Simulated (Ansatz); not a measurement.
Steps of a relaxation of CH$_{5}$NSSn (`N=[C](S)[SnH3]`) with RKS PBE-D4/def2-SVP.

```sh
$ ansatz run in.yaml --threads 4 --pin off --events-out ev --progress --plain --max-ram 10444MiB
```

```yaml
crystal:
  periodic: [false, false, false]
  atoms:
    - {symbol: N, position_ang: [0.864000, 0.409600, -1.609500]}
    - {symbol: C, position_ang: [0.538600, 0.544200, -0.373100]}
    - {symbol: S, position_ang: [1.500000, 1.603500, 0.665200]}
    - {symbol: Sn, position_ang: [-1.002900, -0.531800, 0.459900]}
    - {symbol: H, position_ang: [0.257700, -0.155500, -2.258500]}
    - {symbol: H, position_ang: [2.416800, 0.567400, 0.986700]}
    - {symbol: H, position_ang: [-2.538200, -0.061700, -0.320600]}
    - {symbol: H, position_ang: [-0.770200, -2.238000, 0.213400]}
    - {symbol: H, position_ang: [-1.177200, -0.183900, 2.219400]}
basis:
  gaussian: {orbitals: def2-SVP}
hamiltonian: {xc: pbe, dispersion: d4}
relax: {f_tol: 0.03, max_steps: 200}
```

Positions (Å) and forces (eV/Å) along the path, 15 of 25 steps:

```xyz
9
step=1 energy=-19259.8004 eV
N     0.864    0.410   -1.609    0.221    0.663   -0.186
C     0.539    0.544   -0.373    0.682   -0.430   -2.560
S     1.500    1.603    0.665    1.549   -0.215    0.885
Sn   -1.003   -0.532    0.460   -2.453   -0.720    1.679
H     0.258   -0.155   -2.259    0.116    0.066    0.957
H     2.417    0.567    0.987   -0.719    0.945   -0.186
H    -2.538   -0.062   -0.321    0.505   -0.194    0.197
H    -0.770   -2.238    0.213    0.029    0.115   -0.020
H    -1.177   -0.184    2.219    0.070   -0.230   -0.765
9
step=2 energy=-19259.9511 eV
N     0.797    0.577   -1.683   -0.045   -1.672    1.043
C     0.624    0.486   -0.391   -0.449    0.178   -2.261
S     1.580    1.600    0.641    0.615    0.157    0.441
Sn   -1.105   -0.520    0.530    0.527   -0.694   -0.537
H     0.305   -0.240   -2.200    0.123    1.419    0.771
H     2.506    0.631    0.988   -0.389    0.316   -0.080
H    -2.520   -0.103   -0.312   -0.292    0.218   -0.214
H    -0.838   -2.201    0.240   -0.034   -0.142    0.000
H    -1.261   -0.277    2.169   -0.056    0.220    0.838
9
step=3 energy=-19259.9605 eV
N     0.960    0.468   -1.681   -2.901   -1.093    1.368
C     0.589    0.557   -0.412    0.792   -0.502   -2.453
S     1.600    1.631    0.630    0.339   -0.037    0.315
Sn   -1.095   -0.556    0.523    0.222    0.028   -0.406
H     0.169   -0.162   -2.183    1.889    1.230    0.940
H     2.475    0.638    1.004   -0.211    0.199   -0.041
H    -2.513   -0.100   -0.325   -0.196    0.070   -0.087
H    -0.840   -2.243    0.241    0.064   -0.017   -0.024
H    -1.257   -0.279    2.186    0.001    0.121    0.388
9
step=4 energy=-19260.2121 eV
N     0.900    0.493   -1.710   -0.144   -0.035   -0.316
C     0.616    0.509   -0.475   -0.299   -0.028    0.285
S     1.571    1.621    0.629    0.197   -0.202   -0.098
Sn   -1.080   -0.567    0.507    0.268    0.061   -0.037
H     0.243   -0.128   -2.228    0.177    0.084    0.026
H     2.315    0.577    1.106   -0.096    0.151    0.119
H    -2.540   -0.091   -0.289   -0.007    0.001    0.016
H    -0.823   -2.262    0.254   -0.041   -0.007    0.008
H    -1.112   -0.198    2.190   -0.056   -0.025   -0.005
9
step=5 energy=-19260.2612 eV
N     0.869    0.510   -1.755    0.148    0.136   -0.239
C     0.615    0.514   -0.515    0.061   -0.055    0.488
S     1.621    1.604    0.573    0.173   -0.333   -0.068
Sn   -1.040   -0.557    0.507    0.091   -0.049   -0.026
H     0.229   -0.116   -2.268   -0.152   -0.022   -0.128
H     2.188    0.545    1.253   -0.292    0.309   -0.068
H    -2.521   -0.103   -0.263    0.004    0.027    0.012
H    -0.808   -2.257    0.264   -0.006   -0.008    0.007
H    -1.064   -0.186    2.188   -0.026   -0.006    0.022
9
step=7 energy=-19260.3613 eV
N     0.825    0.524   -1.826    0.261    0.217    0.123
C     0.671    0.475   -0.564    0.159    0.163    0.240
S     1.755    1.537    0.451   -0.015   -1.106    0.605
Sn   -0.969   -0.570    0.512    0.070   -0.061   -0.073
H     0.139   -0.053   -2.323   -0.292   -0.144   -0.181
H     1.886    0.584    1.494   -0.208    0.906   -0.771
H    -2.447   -0.076   -0.235    0.008    0.016   -0.006
H    -0.780   -2.275    0.282   -0.003   -0.002    0.003
H    -0.991   -0.192    2.192    0.020    0.012    0.059
9
step=8 energy=-19260.4119 eV
N     0.832    0.504   -1.841    0.281    0.334   -0.203
C     0.689    0.463   -0.580    0.005    0.005    0.429
S     1.806    1.468    0.416   -0.058   -0.857    0.819
Sn   -0.940   -0.576    0.509   -0.015   -0.014    0.000
H     0.101   -0.014   -2.335   -0.269   -0.234   -0.210
H     1.712    0.639    1.560    0.036    0.790   -0.831
H    -2.424   -0.055   -0.216    0.026   -0.017    0.019
H    -0.762   -2.281    0.274   -0.014    0.011    0.004
H    -0.925   -0.195    2.197    0.006   -0.017   -0.026
9
step=13 energy=-19260.5042 eV
N     0.771    0.613   -1.850    0.016   -0.011   -0.057
C     0.703    0.446   -0.587   -0.074   -0.017    0.013
S     2.079    1.050    0.387    0.002    0.007    0.034
Sn   -0.923   -0.596    0.501    0.002   -0.014    0.008
H    -0.044    0.221   -2.351    0.033    0.029    0.070
H     1.520    0.819    1.610    0.006   -0.007   -0.064
H    -2.403   -0.218   -0.314    0.031   -0.013    0.010
H    -0.637   -2.301    0.432   -0.011    0.028    0.002
H    -0.977   -0.081    2.154   -0.006   -0.002   -0.017
9
step=15 energy=-19260.5055 eV
N     0.756    0.641   -1.849   -0.038   -0.001   -0.025
C     0.698    0.447   -0.588    0.012    0.012   -0.016
S     2.103    0.996    0.384   -0.042   -0.014   -0.012
Sn   -0.920   -0.598    0.502   -0.033   -0.007    0.013
H    -0.080    0.286   -2.346    0.070    0.012    0.082
H     1.536    0.774    1.604    0.015   -0.007   -0.031
H    -2.388   -0.273   -0.358    0.034   -0.025    0.014
H    -0.592   -2.298    0.500   -0.018    0.045    0.004
H    -1.023   -0.022    2.134    0.001   -0.016   -0.030
9
step=16 energy=-19260.5064 eV
N     0.750    0.654   -1.848   -0.019   -0.031   -0.025
C     0.699    0.448   -0.588    0.014    0.038    0.018
S     2.103    1.002    0.381   -0.031   -0.013   -0.038
Sn   -0.920   -0.597    0.501   -0.009   -0.007    0.008
H    -0.084    0.290   -2.339    0.039    0.024    0.045
H     1.550    0.752    1.600    0.001   -0.009    0.002
H    -2.381   -0.287   -0.372    0.007   -0.008    0.001
H    -0.595   -2.293    0.519   -0.001    0.000   -0.003
H    -1.034   -0.015    2.128   -0.002    0.005   -0.009
9
step=18 energy=-19260.5078 eV
N     0.725    0.685   -1.840    0.030    0.003    0.026
C     0.697    0.455   -0.583    0.024    0.027   -0.031
S     2.126    0.964    0.370   -0.015   -0.004   -0.026
Sn   -0.918   -0.593    0.499   -0.064   -0.035    0.048
H    -0.127    0.346   -2.315   -0.004    0.006   -0.004
H     1.597    0.684    1.593    0.000   -0.003   -0.001
H    -2.359   -0.355   -0.431    0.028   -0.006    0.011
H    -0.552   -2.281    0.591   -0.003    0.023    0.002
H    -1.100    0.048    2.099    0.004   -0.010   -0.025
9
step=21 energy=-19260.5091 eV
N     0.707    0.729   -1.835   -0.033   -0.026    0.078
C     0.694    0.461   -0.585    0.023    0.026   -0.045
S     2.145    0.925    0.356   -0.020   -0.013   -0.001
Sn   -0.922   -0.593    0.501   -0.001   -0.003    0.004
H    -0.161    0.418   -2.301    0.016    0.007   -0.018
H     1.644    0.598    1.580    0.006    0.003   -0.011
H    -2.337   -0.437   -0.483    0.009   -0.004    0.000
H    -0.509   -2.260    0.688   -0.002    0.007   -0.003
H    -1.171    0.113    2.061    0.002    0.002   -0.004
9
step=22 energy=-19260.5093 eV
N     0.697    0.748   -1.829   -0.054   -0.034    0.043
C     0.691    0.464   -0.583    0.000    0.008   -0.040
S     2.154    0.904    0.350   -0.002   -0.004    0.025
Sn   -0.924   -0.592    0.504    0.018   -0.005   -0.033
H    -0.175    0.448   -2.296    0.035    0.016    0.004
H     1.662    0.566    1.575    0.008    0.004   -0.019
H    -2.325   -0.477   -0.503   -0.004    0.007    0.000
H    -0.494   -2.252    0.722    0.002    0.007    0.011
H    -1.199    0.144    2.044   -0.004    0.000    0.011
9
step=24 energy=-19260.5096 eV
N     0.687    0.766   -1.825   -0.036   -0.024    0.022
C     0.690    0.466   -0.583   -0.006    0.007   -0.035
S     2.162    0.886    0.344    0.002    0.000    0.023
Sn   -0.923   -0.593    0.502    0.001   -0.007   -0.001
H    -0.189    0.476   -2.290    0.030    0.012    0.013
H     1.680    0.534    1.569    0.005    0.002   -0.019
H    -2.313   -0.505   -0.525    0.007    0.000    0.005
H    -0.477   -2.242    0.764   -0.003    0.011   -0.003
H    -1.228    0.165    2.027   -0.001    0.000   -0.005
9
step=25 energy=-19260.5096 eV
N     0.685    0.766   -1.825    0.015    0.010   -0.009
C     0.691    0.467   -0.584   -0.027   -0.019    0.025
S     2.162    0.889    0.345    0.008    0.005   -0.008
Sn   -0.923   -0.592    0.502    0.008    0.005   -0.005
H    -0.191    0.477   -2.288   -0.003   -0.001   -0.002
H     1.682    0.526    1.567   -0.001   -0.001   -0.002
H    -2.311   -0.508   -0.527    0.001    0.000    0.000
H    -0.475   -2.240    0.767    0.000    0.000    0.000
H    -1.232    0.168    2.025   -0.001    0.000    0.000
```

Run time 23 s (4 threads of an Arm Neoverse V2 on a shared host); peak host memory 0.16 GiB.
